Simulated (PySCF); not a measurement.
Computed spin Hamiltonian

C6H4F3O (doublet state).
Structure used (GFN2-xTB), in Å, numbered top down from 1:
```xyz
14
C6H4F3O angstrom
C      0.409    2.195   -0.121
C      0.017    0.878   -0.040
O     -1.404    0.706    0.060
C     -1.909   -0.494    0.144
F     -3.235   -0.412    0.228
F     -1.647   -1.296   -0.912
F     -1.506   -1.206    1.221
C      0.835   -0.203   -0.048
C      2.171   -0.771   -0.110
C      1.154   -1.615   -0.009
H      1.448    2.440   -0.199
H     -0.324    2.973   -0.106
H      3.214   -0.589   -0.185
H      0.776   -2.606    0.057
```

The hyperfine couplings belong to this conformer and change with its torsions.

The species is `[CH2]C(OC(F)(F)F)=C1C=C1` [radical].

Theory: UKS B3LYP, pcH-1 on C F H O, non-relativistic, mean-field spin-orbit, GIAO (PySCF). One conformer (not necessarily the lowest) at the GFN2-xTB geometry, without solvent, vibrations or thermal averaging. The geometry wasn't refined by DFT: couplings that depend on bond lengths, twists or pyramidal angles can differ widely from those at the functional's own minimum. Stability of the SCF solution: not tested.

```
g1, g2, g3        : 2.00217, 2.00265, 2.00296
g_iso             : 2.00259
Form of g         : rhombic: the two nearest values differ by 39 % of g3 − g1
⟨S²⟩              : 0.7678 (exact 0.7500)
α and β electrons : 38, 37
Total energy      : -605.66627 Eh
Basis functions   : 290
```

Hyperfine couplings atom by atom, in G; T1 to T3 are the principal values of the dipolar part (MHz turned into gauss with g_iso; 10 G = 1 mT):

```csv
atom,isotope,a_iso,T1,T2,T3,Mulliken spin population
C1,13C,19.6,-19.2,-18.7,37.9,0.71
C2,13C,-18.1,-7.0,2.7,4.3,-0.18
O3,17O,0.8,-0.9,-0.5,1.4,0.00
C4,13C,-0.2,-0.2,-0.1,0.3,0.00
F5,19F,-0.1,-0.8,-0.1,0.8,0.00
F6,19F,-0.4,-1.8,-0.6,2.4,0.00
F7,19F,-0.4,-1.8,-0.6,2.4,0.00
C8,13C,15.7,-15.0,-14.0,29.0,0.44
C9,13C,-0.2,-3.8,-2.7,6.4,0.09
C10,13C,-3.1,-2.1,-0.5,2.6,0.02
H11,1H,-14.8,-8.4,-0.3,8.7,-0.03
H12,1H,-15.6,-9.5,0.1,9.4,-0.03
H13,1H,-4.0,-1.9,-0.4,2.3,-0.01
H14,1H,-2.0,-1.3,-0.4,1.7,0.00
```

Largest spin populations (Mulliken): C1 (+0.71), C8 (+0.44), C2 (-0.18) and C9 (+0.09). The angles at C1 add up to 360.0°, so it is planar; its axial dipolar tensor and the negative couplings of its protons fit spin in a p orbital normal to that plane.

Axes: g2 points within 9° of the C2–C8 bond.

Under fast tumbling the dipolar parts average out, and these isotropic splittings remain: 1 × 1H (H12, I = 1/2, 2 lines) with 1.56 mT, 1 × 1H (H11, I = 1/2, 2 lines) with 1.48 mT, 1 × 1H (H13, I = 1/2, 2 lines) with 0.40 mT and 1 × 1H (H14, I = 1/2, 2 lines) with 0.20 mT.

H11 and H12 aren't averaged: C1 is flat or nearly so (angle sum 360°), and its turn about the short C1–C2 bond (1.38 Å) is taken as slow.

The 13C coupling of C1 (55.0 MHz) shows only in satellite lines or after enrichment, since that isotope makes up about 1.07 % of natural carbon.
